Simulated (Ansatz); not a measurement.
## Nudged elastic band run: CH$_{2}$ClF$_{3}$Ga

Input file:

```yaml
crystal:
  periodic: [false, false, false]
  atoms:
    - { symbol: Ga, position_ang: [-0.165717, 0.000234, -0.671336] }
    - { symbol: H, position_ang: [0.139339, -0.001515, 2.450079] }
    - { symbol: Cl, position_ang: [1.865239, -0.000606, -1.497689] }
    - { symbol: H, position_ang: [-1.370394, 0.001454, -1.759639] }
    - { symbol: C, position_ang: [0.05605, -0.00031, 3.563811] }
    - { symbol: F, position_ang: [-0.660569, -1.062174, 3.975219] }
    - { symbol: F, position_ang: [1.275182, -0.058507, 4.125772] }
    - { symbol: F, position_ang: [-0.558929, 1.121324, 3.980783] }
magnetization:
  spin_polarized: true
  initial_magnetization: 1
basis:
  gaussian: { orbitals: def2-SVP }
hamiltonian:
  xc: pbe
neb:
  order_check: false
  images: 5
  f_tol: 0.03
  max_iterations: 60
  final_atoms:
    - { symbol: Ga, position_ang: [-0.69683455, 0.31099502, -0.35986938] }
    - { symbol: H, position_ang: [1.16663947, 0.29505775, 2.45666549] }
    - { symbol: Cl, position_ang: [1.51028031, 0.56731855, -0.20504026] }
    - { symbol: H, position_ang: [-1.17232822, -1.22125327, -0.61326719] }
    - { symbol: C, position_ang: [0.25603369, 0.08182648, 3.05672069] }
    - { symbol: F, position_ang: [-0.81555629, -0.05250875, 2.19418749] }
    - { symbol: F, position_ang: [0.36352306, -1.06063987, 3.73957433] }
    - { symbol: F, position_ang: [-0.03155648, 1.07910409, 3.89802884] }
  initial_path:
    images:
      - { positions_ang: [[-0.165717, 0.000234, -0.671336], [0.139339, -0.001515, 2.450079], [1.865239, -0.000606, -1.497689], [-1.370394, 0.001454, -1.759639], [0.05605, -0.00031, 3.563811], [-0.660569, -1.062174, 3.975219], [1.275182, -0.058507, 4.125772], [-0.558929, 1.121324, 3.980783]] }
      - { positions_ang: [[-0.1098815, 0.00013879, -0.44758146], [0.09287618, -0.001009, 2.24002823], [1.89106606, -0.00044615, -1.37116326], [-1.36593487, 0.00095388, -1.43524125], [0.03687528, -0.00019155, 3.45251599], [-0.66682763, -1.05975831, 3.87457031], [1.2669131, -0.0587273, 3.97557896], [-0.56488561, 1.11893963, 3.87829247]] }
      - { positions_ang: [[-0.054046, 4.358e-05, -0.22382692], [0.04641335, -0.00050299, 2.02997746], [1.91689312, -0.0002863, -1.24463752], [-1.36147575, 0.00045377, -1.1108435], [0.01770055, -7.31e-05, 3.34122098], [-0.67308626, -1.05734262, 3.77392163], [1.2586442, -0.0589476, 3.82538592], [-0.57084222, 1.11655526, 3.77580195]] }
      - { positions_ang: [[0.0017895, -5.164e-05, -7.238e-05], [-4.947e-05, 3.01e-06, 1.81992669], [1.94272018, -0.00012645, -1.11811178], [-1.35701662, -4.635e-05, -0.78644575], [-0.00147417, 4.536e-05, 3.22992597], [-0.67934488, -1.05492693, 3.67327294], [1.2503753, -0.05916789, 3.67519288], [-0.57679883, 1.11417089, 3.67331142]] }
      - { positions_ang: [[-0.23108518, 0.10363058, -0.12000471], [0.38884684, 0.09835459, 2.03217296], [1.79857356, 0.18902189, -0.81375461], [-1.29545382, -0.40711532, -0.72871956], [0.08436178, 0.02730573, 3.17219088], [-0.72474868, -0.72078754, 3.18024446], [0.95475789, -0.39299189, 3.69665336], [-0.39505138, 1.10248196, 3.74821723]] }
      - { positions_ang: [[-0.46395987, 0.2073128, -0.23993704], [0.77774316, 0.19670617, 2.24441922], [1.65442694, 0.37817022, -0.50939743], [-1.23389102, -0.8141843, -0.67099338], [0.17019773, 0.0545661, 3.11445578], [-0.77015249, -0.38664814, 2.68721598], [0.65914048, -0.72681588, 3.71811384], [-0.21330393, 1.09079303, 3.82312303]] }
      - { positions_ang: [[-0.69683455, 0.31099502, -0.35986938], [1.16663947, 0.29505775, 2.45666549], [1.51028031, 0.56731855, -0.20504026], [-1.17232822, -1.22125327, -0.61326719], [0.25603369, 0.08182648, 3.05672069], [-0.81555629, -0.05250875, 2.19418749], [0.36352306, -1.06063987, 3.73957433], [-0.03155648, 1.07910409, 3.89802884]] }
```

Launched with:

```bash
$ ansatz run input.yaml --threads 4 --pin off --max-ram 5120MiB --backend cpu --events-out ev --progress --plain --runs-dir out
```

Output, in part (warnings, iteration lines, the closing report on the highest movable image, with atoms numbered from 0):

```
NEB end point (image 0): max|allowed force component| = 1.344e-2 eV/Å (the criterion of neb.relax_end_points is 1.000e-2)
NEB end point (image 6): max|allowed force component| = 1.449e-2 eV/Å (the criterion of neb.relax_end_points is 1.000e-2)
NEB iter   1: max|band force component| = 2.001e1 eV/Å  barrier→ = 5.8635 eV  barrier← = 6.1003 eV  Δτ_max = 0.1986 Å  (227 SCF iters)
NEB iter   2: max|band force component| = 4.565e0 eV/Å  barrier→ = 0.7615 eV  barrier← = 0.9983 eV  Δτ_max = 0.2000 Å  (168 SCF iters)
NEB iter   3: max|band force component| = 2.834e0 eV/Å  barrier→ = 0.4222 eV  barrier← = 0.6590 eV  Δτ_max = 0.1971 Å  (163 SCF iters)
NEB iter   4: max|band force component| = 1.281e0 eV/Å  barrier→ = 0.3995 eV  barrier← = 0.6362 eV  Δτ_max = 0.2000 Å  (161 SCF iters)
NEB iter   5: max|band force component| = 1.447e0 eV/Å  barrier→ = 0.2483 eV  barrier← = 0.4851 eV  Δτ_max = 0.2000 Å  (172 SCF iters)
NEB iter   6: max|band force component| = 1.248e0 eV/Å  barrier→ = 0.1743 eV  barrier← = 0.4111 eV  Δτ_max = 0.2000 Å  (173 SCF iters)
NEB iter   7: max|band force component| = 4.598e-1 eV/Å  barrier→ = 0.0426 eV  barrier← = 0.2793 eV  CI = image 3  Δτ_max = 0.1993 Å  (169 SCF iters)
NEB iter   8: max|band force component| = 3.921e-1 eV/Å  barrier→ = 0.0358 eV  barrier← = 0.2726 eV  CI = image 3  Δτ_max = 0.1989 Å  (155 SCF iters)
NEB iter   9: max|band force component| = 2.733e-1 eV/Å  barrier→ = 0.0220 eV  barrier← = 0.2587 eV  CI = image 3  Δτ_max = 0.1990 Å  (156 SCF iters)
NEB iter  10: max|band force component| = 3.114e-1 eV/Å  barrier→ = 0.0008 eV  barrier← = 0.2375 eV  CI = image 3  Δτ_max = 0.1003 Å  (161 SCF iters)
NEB iter  11: max|band force component| = 3.280e-1 eV/Å  barrier→ = -0.0036 eV  barrier← = 0.2332 eV  CI = image 1  Δτ_max = 0.1007 Å  (153 SCF iters)
NEB iter  12: max|band force component| = 2.941e-1 eV/Å  barrier→ = -0.0033 eV  barrier← = 0.2335 eV  CI = image 1  Δτ_max = 0.1003 Å  (156 SCF iters)
NEB iter  13: max|band force component| = 2.001e-1 eV/Å  barrier→ = -0.0020 eV  barrier← = 0.2348 eV  CI = image 1  Δτ_max = 0.1005 Å  (155 SCF iters)
NEB iter  14: max|band force component| = 1.419e-1 eV/Å  barrier→ = -0.0021 eV  barrier← = 0.2347 eV  CI = image 1  Δτ_max = 0.1003 Å  (154 SCF iters)
NEB iter  15: max|band force component| = 1.262e-1 eV/Å  barrier→ = -0.0021 eV  barrier← = 0.2347 eV  CI = image 1  Δτ_max = 0.0829 Å  (153 SCF iters)
NEB iter  16: max|band force component| = 7.650e-2 eV/Å  barrier→ = -0.0012 eV  barrier← = 0.2356 eV  CI = image 1  Δτ_max = 0.0994 Å  (151 SCF iters)
NEB iter  17: max|band force component| = 5.438e-2 eV/Å  barrier→ = -0.0003 eV  barrier← = 0.2365 eV  CI = image 1  Δτ_max = 0.0958 Å  (152 SCF iters)
NEB iter  18: max|band force component| = 4.618e-2 eV/Å  barrier→ = 0.0001 eV  barrier← = 0.2368 eV  CI = image 1  Δτ_max = 0.0242 Å  (151 SCF iters)
NEB iter  19: max|band force component| = 1.572e-2 eV/Å  barrier→ = -0.0003 eV  barrier← = 0.2365 eV  CI = image 1  Δτ_max = 0.0000 Å  (315 SCF iters)
Total energy: -74081.41066841 eV, -2722.4416278804 hartree
Atom 0 at    -0.158661     0.016765    -0.683127 Å, force     0.002611    -0.002722     0.001225 eV/Å
Atom 1 at     0.171152     0.015951     2.463958 Å, force     0.007526     0.002046     0.001049 eV/Å
Atom 2 at     1.851831    -0.015923    -1.557216 Å, force    -0.000642     0.000638    -0.001398 eV/Å
Atom 3 at    -1.389595    -0.007347    -1.742406 Å, force    -0.001763     0.001192     0.000121 eV/Å
Atom 4 at     0.062412     0.002006     3.575190 Å, force    -0.001679     0.005441    -0.013623 eV/Å
Atom 5 at    -0.653049    -1.071893     3.955287 Å, force    -0.005453     0.000206     0.007136 eV/Å
Atom 6 at     1.268706    -0.052391     4.164087 Å, force    -0.001967     0.001763     0.001060 eV/Å
Atom 7 at    -0.572596     1.112731     3.991228 Å, force     0.001366    -0.008564     0.004430 eV/Å
Dipole moment:    -0.270871     0.008977    -0.183245 e Å
```

The run converged. The highest image is an end point: on this band no image between the ends rises above it.

Final band:

```tsv
image	path coordinate (Å)	energy (eV)
0	0.00	0.000
1	0.09	0.000
2	1.01	-0.013
3	1.93	-0.055
4	2.85	-0.135
5	3.77	-0.214
6	4.69	-0.237
```

Time of the run: 3.7 min on 4 threads of Arm Neoverse V1 (shared host), peak memory 0.21 GiB.
